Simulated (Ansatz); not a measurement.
Level of theory: Ansatz (an electronic-structure program) with r2SCAN-D4/def2-SVP. No frequencies were computed at this level.

Ansatz 0.2 input:
```yaml
crystal:
  periodic: [false, false, false]
  atoms:
    - { symbol: Ta, position_ang: [-0.089162, -0.225784, -0.079597] }
    - { symbol: Cl, position_ang: [-0.808665, -1.661973, 1.49571] }
    - { symbol: Cl, position_ang: [-0.314988, 1.645813, 1.165406] }
    - { symbol: Cl, position_ang: [-2.111443, -0.119363, -1.060394] }
    - { symbol: N, position_ang: [1.747501, -0.76307, 0.350732] }
    - { symbol: H, position_ang: [2.616085, -0.58073, -0.137631] }
    - { symbol: H, position_ang: [1.995394, -1.360212, 1.129937] }
    - { symbol: N, position_ang: [0.68847, 0.49661, -1.728881] }
    - { symbol: H, position_ang: [0.142196, 0.845619, -2.506845] }
    - { symbol: H, position_ang: [1.654806, 0.560146, -2.026411] }
basis:
  gaussian: { orbitals: def2-svp }
hamiltonian:
  xc: r2scan
  dispersion: d4
relax:
  max_steps: 150
```

Output:

```
[...]
these checks for a lower state are left out or cut short: starts, cluster_reference, orbital_swaps, neighbouring_geometries, increment
1465 factors; their error is unknown
mean field -42155.05108405 eV, -1549.1695536190 hartree, gradient 1.5e-5 eV, S^2 0.000000; 0 other end points of the search recorded, 0 dependent functions left out
reference -42155.05110431 eV, -1549.1695543634 hartree; 41, 41 occupied and 93, 93 virtual orbitals, 1465 factors
relax step  18: F+E_penalty+E_count = -42155.13051325 eV  Δ(F+E_penalty+E_count) = -1.115e-2 eV  max|allowed force component| = 1.530e-1 eV/Å  Δτ_max = 0.1000 Å  (33 SCF iters, accepted)
these checks for a lower state are left out or cut short: starts, cluster_reference, orbital_swaps, neighbouring_geometries, increment
1465 factors; their error is unknown
mean field -42155.06460363 eV, -1549.1700504542 hartree, gradient 1.5e-5 eV, S^2 0.000000; 0 other end points of the search recorded, 0 dependent functions left out
reference -42155.06462403 eV, -1549.1700512040 hartree; 41, 41 occupied and 93, 93 virtual orbitals, 1465 factors
relax step  19: F+E_penalty+E_count = -42155.14400728 eV  Δ(F+E_penalty+E_count) = -1.349e-2 eV  max|allowed force component| = 4.225e-1 eV/Å  Δτ_max = 0.1474 Å  (38 SCF iters, accepted)
these checks for a lower state are left out or cut short: starts, cluster_reference, orbital_swaps, neighbouring_geometries, increment
1465 factors; their error is unknown
mean field evaluation 160: about -42155.0799 eV, gradient 8.9e-5 eV
mean field -42155.07986676 eV, -1549.1706113639 hartree, gradient 1.2e-5 eV, S^2 0.000000; 0 other end points of the search recorded, 0 dependent functions left out
reference -42155.07988728 eV, -1549.1706121182 hartree; 41, 41 occupied and 93, 93 virtual orbitals, 1465 factors
relax step  20: F+E_penalty+E_count = -42155.15919696 eV  Δ(F+E_penalty+E_count) = -1.519e-2 eV  max|allowed force component| = 5.120e-1 eV/Å  Δτ_max = 0.1911 Å  (38 SCF iters, accepted)
these checks for a lower state are left out or cut short: starts, cluster_reference, orbital_swaps, neighbouring_geometries, increment
1465 factors; their error is unknown
mean field -42155.08570064 eV, -1549.1708257553 hartree, gradient 1.6e-5 eV, S^2 0.000000; 0 other end points of the search recorded, 0 dependent functions left out
reference -42155.08572121 eV, -1549.1708265110 hartree; 41, 41 occupied and 93, 93 virtual orbitals, 1465 factors
relax step  21: F+E_penalty+E_count = -42155.16500872 eV  Δ(F+E_penalty+E_count) = -5.812e-3 eV  max|allowed force component| = 7.573e-1 eV/Å  Δτ_max = 0.1832 Å  (38 SCF iters, accepted)
these checks for a lower state are left out or cut short: starts, cluster_reference, orbital_swaps, neighbouring_geometries, increment
1465 factors; their error is unknown
mean field -42155.12759246 eV, -1549.1723652511 hartree, gradient 9.0e-6 eV, S^2 0.000000; 0 other end points of the search recorded, 0 dependent functions left out
reference -42155.12761317 eV, -1549.1723660123 hartree; 41, 41 occupied and 93, 93 virtual orbitals, 1465 factors
relax step  22: F+E_penalty+E_count = -42155.20719456 eV  Δ(F+E_penalty+E_count) = -4.219e-2 eV  max|allowed force component| = 1.704e-1 eV/Å  Δτ_max = 0.2000 Å  (37 SCF iters, accepted)
these checks for a lower state are left out or cut short: starts, cluster_reference, orbital_swaps, neighbouring_geometries, increment
1465 factors; their error is unknown
mean field -42155.12882023 eV, -1549.1724103707 hartree, gradient 1.3e-5 eV, S^2 0.000000; 0 other end points of the search recorded, 0 dependent functions left out
reference -42155.12884098 eV, -1549.1724111335 hartree; 41, 41 occupied and 93, 93 virtual orbitals, 1465 factors
relax step  23: F+E_penalty+E_count = -42155.20831700 eV  Δ(F+E_penalty+E_count) = -1.122e-3 eV  max|allowed force component| = 3.937e-1 eV/Å  Δτ_max = 0.2000 Å  (39 SCF iters, accepted)
these checks for a lower state are left out or cut short: starts, cluster_reference, orbital_swaps, neighbouring_geometries, increment
1465 factors; their error is unknown
mean field evaluation 192: about -42155.1177 eV, gradient 8.5e-5 eV
mean field -42155.11768832 eV, -1549.1720012807 hartree, gradient 1.5e-5 eV, S^2 0.000000; 0 other end points of the search recorded, 0 dependent functions left out
reference -42155.11770887 eV, -1549.1720020360 hartree; 41, 41 occupied and 93, 93 virtual orbitals, 1465 factors
relax step  24: F+E_penalty+E_count = -42155.19702923 eV  Δ(F+E_penalty+E_count) = +1.129e-2 eV  max|allowed force component| = 1.077e0 eV/Å  Δτ_max = 0.1403 Å  (39 SCF iters, rejected (line search))
these checks for a lower state are left out or cut short: starts, cluster_reference, orbital_swaps, neighbouring_geometries, increment
1465 factors; their error is unknown
mean field -42155.15021865 eV, -1549.1731967483 hartree, gradient 2.1e-5 eV, S^2 0.000000; 0 other end points of the search recorded, 0 dependent functions left out
reference -42155.15023936 eV, -1549.1731975094 hartree; 41, 41 occupied and 93, 93 virtual orbitals, 1465 factors
relax step  25: F+E_penalty+E_count = -42155.22974622 eV  Δ(F+E_penalty+E_count) = -2.143e-2 eV  max|allowed force component| = 1.332e-1 eV/Å  Δτ_max = 0.0682 Å  (33 SCF iters, accepted)
these checks for a lower state are left out or cut short: starts, cluster_reference, orbital_swaps, neighbouring_geometries, increment
1465 factors; their error is unknown
mean field -42155.15695587 eV, -1549.1734443364 hartree, gradient 1.1e-5 eV, S^2 0.000000; 0 other end points of the search recorded, 0 dependent functions left out
reference -42155.15697660 eV, -1549.1734450982 hartree; 41, 41 occupied and 93, 93 virtual orbitals, 1465 factors
relax step  26: F+E_penalty+E_count = -42155.23652675 eV  Δ(F+E_penalty+E_count) = -6.781e-3 eV  max|allowed force component| = 7.625e-2 eV/Å  Δτ_max = 0.0938 Å  (34 SCF iters, accepted)
these checks for a lower state are left out or cut short: starts, cluster_reference, orbital_swaps, neighbouring_geometries, increment
1465 factors; their error is unknown
mean field -42155.16155281 eV, -1549.1736132709 hartree, gradient 1.5e-5 eV, S^2 0.000000; 0 other end points of the search recorded, 0 dependent functions left out
reference -42155.16157359 eV, -1549.1736140345 hartree; 41, 41 occupied and 93, 93 virtual orbitals, 1465 factors
relax step  27: F+E_penalty+E_count = -42155.24116414 eV  Δ(F+E_penalty+E_count) = -4.637e-3 eV  max|allowed force component| = 2.684e-2 eV/Å  Δτ_max = 0.1149 Å  (39 SCF iters, accepted)
these checks for a lower state are left out or cut short: starts, cluster_reference, orbital_swaps, neighbouring_geometries, increment
1465 factors; their error is unknown
mean field evaluation 224: about -42155.1623 eV, gradient 2.5e-5 eV
mean field -42155.16231245 eV, -1549.1736411872 hartree, gradient 2.5e-5 eV, S^2 0.000000; 0 other end points of the search recorded, 0 dependent functions left out
reference -42155.16233330 eV, -1549.1736419534 hartree; 41, 41 occupied and 93, 93 virtual orbitals, 1465 factors
relax step  28: F+E_penalty+E_count = -42155.24174818 eV  Δ(F+E_penalty+E_count) = -5.840e-4 eV  max|allowed force component| = 2.353e-1 eV/Å  Δτ_max = 0.1951 Å  (39 SCF iters, accepted)
these checks for a lower state are left out or cut short: starts, cluster_reference, orbital_swaps, neighbouring_geometries, increment
1465 factors; their error is unknown
mean field -42155.16423231 eV, -1549.1737117408 hartree, gradient 2.0e-5 eV, S^2 0.000000; 0 other end points of the search recorded, 0 dependent functions left out
reference -42155.16425319 eV, -1549.1737125081 hartree; 41, 41 occupied and 93, 93 virtual orbitals, 1465 factors
relax step  29: F+E_penalty+E_count = -42155.24379789 eV  Δ(F+E_penalty+E_count) = -2.050e-3 eV  max|allowed force component| = 1.227e-1 eV/Å  Δτ_max = 0.0453 Å  (33 SCF iters, accepted)
these checks for a lower state are left out or cut short: starts, cluster_reference, orbital_swaps, neighbouring_geometries, increment
1465 factors; their error is unknown
mean field -42155.16756269 eV, -1549.1738341300 hartree, gradient 2.1e-5 eV, S^2 0.000000; 0 other end points of the search recorded, 0 dependent functions left out
reference -42155.16758357 eV, -1549.1738348975 hartree; 41, 41 occupied and 93, 93 virtual orbitals, 1465 factors
relax step  30: F+E_penalty+E_count = -42155.24718208 eV  Δ(F+E_penalty+E_count) = -3.384e-3 eV  max|allowed force component| = 1.782e-2 eV/Å  Δτ_max = 0.0716 Å  (33 SCF iters, accepted)
these checks for a lower state are left out or cut short: starts, cluster_reference, orbital_swaps, neighbouring_geometries, increment
1465 factors; their error is unknown
mean field -42155.16618053 eV, -1549.1737833365 hartree, gradient 1.2e-5 eV, S^2 0.000000; 0 other end points of the search recorded, 0 dependent functions left out
reference -42155.16620143 eV, -1549.1737841045 hartree; 41, 41 occupied and 93, 93 virtual orbitals, 1465 factors
relax step  31: F+E_penalty+E_count = -42155.24566648 eV  Δ(F+E_penalty+E_count) = +1.516e-3 eV  max|allowed force component| = 2.343e-1 eV/Å  Δτ_max = 0.1834 Å  (39 SCF iters, rejected (line search))
these checks for a lower state are left out or cut short: starts, cluster_reference, orbital_swaps, neighbouring_geometries, increment
1465 factors; their error is unknown
mean field -42155.16875297 eV, -1549.1738778718 hartree, gradient 1.8e-5 eV, S^2 0.000000; 0 other end points of the search recorded, 0 dependent functions left out
reference -42155.16877388 eV, -1549.1738786404 hartree; 41, 41 occupied and 93, 93 virtual orbitals, 1465 factors
relax step  32: F+E_penalty+E_count = -42155.24839709 eV  Δ(F+E_penalty+E_count) = -1.215e-3 eV  max|allowed force component| = 2.385e-2 eV/Å  Δτ_max = 0.0638 Å  (33 SCF iters, accepted)
these checks for a lower state are left out or cut short: starts, cluster_reference, orbital_swaps, neighbouring_geometries, increment
1465 factors; their error is unknown
mean field evaluation 256: about -42155.2561 eV, gradient 2.3e-1 eV
mean field -42155.16960403 eV, -1549.1739091479 hartree, gradient 1.4e-5 eV, S^2 0.000000; 0 other end points of the search recorded, 0 dependent functions left out
reference -42155.16962496 eV, -1549.1739099169 hartree; 41, 41 occupied and 93, 93 virtual orbitals, 1465 factors
relax step  33: F+E_penalty+E_count = -42155.24924201 eV  Δ(F+E_penalty+E_count) = -8.449e-4 eV  max|allowed force component| = 6.392e-2 eV/Å  Δτ_max = 0.0976 Å  (33 SCF iters, accepted)
these checks for a lower state are left out or cut short: starts, cluster_reference, orbital_swaps, neighbouring_geometries, increment
1465 factors; their error is unknown
mean field -42155.16969758 eV, -1549.1739125856 hartree, gradient 1.2e-5 eV, S^2 0.000000; 0 other end points of the search recorded, 0 dependent functions left out
reference -42155.16971851 eV, -1549.1739133551 hartree; 41, 41 occupied and 93, 93 virtual orbitals, 1465 factors
relax step  34: F+E_penalty+E_count = -42155.24934695 eV  Δ(F+E_penalty+E_count) = -1.049e-4 eV  max|allowed force component| = 4.150e-2 eV/Å  Δτ_max = 0.0259 Å  (34 SCF iters, accepted)
these checks for a lower state are left out or cut short: starts, cluster_reference, orbital_swaps, neighbouring_geometries, increment
1465 factors; their error is unknown
mean field -42155.16980899 eV, -1549.1739166800 hartree, gradient 1.6e-5 eV, S^2 0.000000; 0 other end points of the search recorded, 0 dependent functions left out
reference -42155.16982993 eV, -1549.1739174494 hartree; 41, 41 occupied and 93, 93 virtual orbitals, 1465 factors
relax step  35: F+E_penalty+E_count = -42155.24947049 eV  Δ(F+E_penalty+E_count) = -1.235e-4 eV  max|allowed force component| = 2.993e-2 eV/Å  Δτ_max = 0.0115 Å  (34 SCF iters, accepted)
these checks for a lower state are left out or cut short: starts, cluster_reference, orbital_swaps, neighbouring_geometries, increment
1465 factors; their error is unknown
mean field -42155.16985099 eV, -1549.1739182233 hartree, gradient 1.6e-5 eV, S^2 0.000000; 0 other end points of the search recorded, 0 dependent functions left out
reference -42155.16987193 eV, -1549.1739189929 hartree; 41, 41 occupied and 93, 93 virtual orbitals, 1465 factors
relax step  36: F+E_penalty+E_count = -42155.24951916 eV  Δ(F+E_penalty+E_count) = -4.867e-5 eV  max|allowed force component| = 9.830e-3 eV/Å  Δτ_max = 0.0062 Å  (35 SCF iters, accepted)
1465 factors; their error is unknown
mean field evaluation 288: about -42152.6482 eV, gradient 3.1e1 eV
mean field -42155.16985099 eV, -1549.1739182233 hartree, gradient 1.8e-5 eV, S^2 0.000000; 1 other end points of the search recorded, 0 dependent functions left out
reference -42155.16987193 eV, -1549.1739189929 hartree; 41, 41 occupied and 93, 93 virtual orbitals, 1465 factors
Total energy: -42155.24954010 eV, -1549.1768467443 hartree
Atom 0 at     0.098262    -0.139814     0.004297 Å, force    -0.001563     0.000744    -0.002843 eV/Å
Atom 1 at    -1.410111    -0.682437     1.727712 Å, force    -0.000192     0.000115     0.000130 eV/Å
Atom 2 at     0.683725     1.837751     1.159990 Å, force     0.000366     0.000474    -0.000221 eV/Å
Atom 3 at    -1.155560    -1.473523    -1.491814 Å, force     0.000879     0.000755     0.000367 eV/Å
Atom 4 at     1.691298    -1.218177     0.246121 Å, force    -0.009830     0.006173    -0.001000 eV/Å
Atom 5 at     2.525862    -1.213820    -0.337007 Å, force     0.005711    -0.003065    -0.000445 eV/Å
Atom 6 at     1.779621    -1.883937     1.015138 Å, force     0.005518    -0.005283     0.003020 eV/Å
Atom 7 at     0.447622     0.959023    -1.610272 Å, force     0.000194     0.004272    -0.005765 eV/Å
Atom 8 at     0.095493     0.724736    -2.537618 Å, force     0.000277    -0.001148     0.004404 eV/Å
Atom 9 at     0.763982     1.927255    -1.574519 Å, force    -0.001359    -0.003037     0.002354 eV/Å
Dipole moment:     0.707242    -0.068878    -0.404350 e Å
```

Cost: around 6 core-minutes (rough).
